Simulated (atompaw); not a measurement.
Reading a pseudo-wave (Hf)

Columns: radius, all-electron u(r) and pseudo u(r) of the 6s shell (level -4.39 eV) of hafnium in the configuration [Xe] 4f14 5d2 6s2 6p0; PBE, non-relativistic, PAW (atompaw) scheme, atompaw 4.2.0.5.

```json
{"r (bohr)": "0.115", "all-electron": "0.0378", "pseudo": "-0.0182"}
{"r (bohr)": "0.231", "all-electron": "0.0455", "pseudo": "-0.0366"}
{"r (bohr)": "0.346", "all-electron": "-0.1385", "pseudo": "-0.0551"}
{"r (bohr)": "0.462", "all-electron": "-0.1381", "pseudo": "-0.0741"}
{"r (bohr)": "0.577", "all-electron": "-0.0138", "pseudo": "-0.0934"}
{"r (bohr)": "0.692", "all-electron": "0.1236", "pseudo": "-0.1131"}
{"r (bohr)": "0.808", "all-electron": "0.2209", "pseudo": "-0.1337"}
{"r (bohr)": "0.923", "all-electron": "0.2638", "pseudo": "-0.1549"}
{"r (bohr)": "1.038", "all-electron": "0.2595", "pseudo": "-0.1768"}
{"r (bohr)": "1.154", "all-electron": "0.2194", "pseudo": "-0.2000"}
{"r (bohr)": "1.269", "all-electron": "0.1561", "pseudo": "-0.2239"}
{"r (bohr)": "1.385", "all-electron": "0.0790", "pseudo": "-0.2490"}
{"r (bohr)": "1.500", "all-electron": "-0.0029", "pseudo": "-0.2750"}
{"r (bohr)": "1.615", "all-electron": "-0.0849", "pseudo": "-0.3019"}
{"r (bohr)": "1.731", "all-electron": "-0.1638", "pseudo": "-0.3300"}
{"r (bohr)": "1.846", "all-electron": "-0.2362", "pseudo": "-0.3584"}
{"r (bohr)": "1.962", "all-electron": "-0.3019", "pseudo": "-0.3875"}
{"r (bohr)": "2.077", "all-electron": "-0.3594", "pseudo": "-0.4163"}
{"r (bohr)": "2.192", "all-electron": "-0.4092", "pseudo": "-0.4446"}
{"r (bohr)": "2.308", "all-electron": "-0.4519", "pseudo": "-0.4720"}
{"r (bohr)": "2.423", "all-electron": "-0.4872", "pseudo": "-0.4974"}
{"r (bohr)": "2.538", "all-electron": "-0.5160", "pseudo": "-0.5203"}
{"r (bohr)": "2.654", "all-electron": "-0.5390", "pseudo": "-0.5404"}
{"r (bohr)": "2.769", "all-electron": "-0.5564", "pseudo": "-0.5567"}
{"r (bohr)": "2.885", "all-electron": "-0.5690", "pseudo": "-0.5690"}
{"r (bohr)": "3.000", "all-electron": "-0.5770", "pseudo": "-0.5770"}
```

Question: How many radial nodes do the two functions have?

Answer: The all-electron 6s function has n − l − 1 = 5 (the table is too coarse to show those close to the nucleus); the pseudo-wave has 0, since the states of the same l below it are removed with the core.

Question: Is the pseudo-wave norm-conserving?

Answer: No, it belongs to a PAW set: the norm inside the radius is not constrained, and the difference is carried by the augmentation charge.
